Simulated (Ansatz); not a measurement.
Consider the formal exchange of groups at a Mg–O bond: `[NH2][Mg][O][SiH3]` + `OC(O)(O)F` → `[NH2][Mg][OH]` + `OC(O)(F)O[SiH3]`.

Computed with Ansatz on PBE0-D4/def2-TZVP structures; ΔE is electronic, products minus reactants. CCSD(T)/CBS is the MP2 limit (def2-TZVPP, def2-QZVPP) plus CCSD(T) − MP2 in def2-TZVPP, frozen cores. Functionals use def2-TZVPP. B3LYP here is the variant with VWN-RPA as its local correlation; programs differ in this. For Mg outer-core shells are correlated without core-valence functions, which leaves a few kJ/mol of doubt a bond. One conformer a species, not always the lowest.

Question: Is it downhill or uphill in electronic energy at CCSD(T)/CBS, and by how much? (Estimate.)

Answer: Ansatz gave: Uphill: ΔE = +9.3 kcal/mol.

Question: What do these levels give: PBE-D4, r2SCAN-D4, PBE0-D4, B3LYP-D4, ωB97M-V, B2PLYP, B3LYP, HF/def2-TZVPP, MP2/def2-TZVPP, CCSD(T)/def2-TZVPP, SCS-MP2/def2-QZVPP, MP2/CBS(def2)? (An estimate is asked.)

Answer: Ansatz gave: PBE-D4 8.4, r2SCAN-D4 9.0, PBE0-D4 9.0, B3LYP-D4 8.2, ωB97M-V 8.2, B2PLYP 9.2, B3LYP 9.2, HF/def2-TZVPP 10.6, MP2/def2-TZVPP 9.0, CCSD(T)/def2-TZVPP 9.4, SCS-MP2/def2-QZVPP 9.4, MP2/CBS(def2) 8.9 kcal/mol.

Largest T1 diagnostic among the species: 0.012.

The D4 term adds −1.0 kcal/mol with B3LYP and −0.6 kcal/mol with PBE0; it sums over pairs of atoms, weighted by their polarisabilities, and B3LYP, whose exchange is more repulsive, gets the larger term. In def2-TZVPP, CCSD(T) changes the Hartree–Fock value by −1.1 kcal/mol (the triples alone add −0.1 kcal/mol) and MP2 by −1.5 kcal/mol.
